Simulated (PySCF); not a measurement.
**LuH3(H2O) at several levels of theory**

Computed with PySCF 2.14.0 (density fitting, no spin-orbit coupling) at the geometry relaxed with PBE0:

```xyz
7
LuH3(H2O) (singlet)
Lu    0.1132   -0.1204    0.1256
H     1.1180    1.3172    0.9899
H    -0.9495   -1.3074    1.2522
H     0.7684   -0.7898   -1.6057
O    -1.1738    1.1930   -1.2015
H    -1.2612    2.1530   -1.1255
H    -0.9123    0.9897   -2.1150
```

| level | basis | state | HOMO (eV) | gap (eV) | charge on Lu1 (e) | population of f-type functions on Lu1 (core shells left out) | dipole about the centre of mass (D) | largest force component (eV/Å) |
| --- | --- | --- | --- | --- | --- | --- | --- | --- |
| PBE0 | Lu def2-SVP with ECP28, H def2-SVP, O def2-SVP | singlet | -6.48 | 5.65 | 0.55 | 14.02 | 5.17 | 0.00 |
| r2SCAN | the same | singlet | -5.54 | 4.58 | 0.57 | 14.01 | 5.18 | 0.22 |
| PBE0 | Lu def2-TZVP with ECP28, H def2-TZVP, O def2-TZVP | singlet | -6.56 | 5.54 | 0.66 | 14.01 | 5.01 | 0.26 |

Charges are Mulliken's, which hang on the basis. The relaxation used the grid (50, 194), these runs (75, 302) or, all-electron (x2c bases, spin-free X2C Hamiltonian), (99, 590).

Task: What does BP86 with Lu def2-SVP with ECP28, H def2-SVP, O def2-SVP give here?

Result: state singlet, HOMO (eV) -5.35, gap (eV) 3.83, charge on Lu1 (e) 0.49, population of f-type functions on Lu1 (core shells left out) 14.01, dipole about the centre of mass (D) 5.15, largest force component (eV/Å) 0.59. Time: 7 s on 2 threads of Arm Neoverse V2, on a shared host, from an already converged density.

In the first row's basis the gap widens with exact exchange: 3.8 to 4.6 eV for BP86, r2SCAN (none); 5.6 eV for PBE0 (a fixed share).
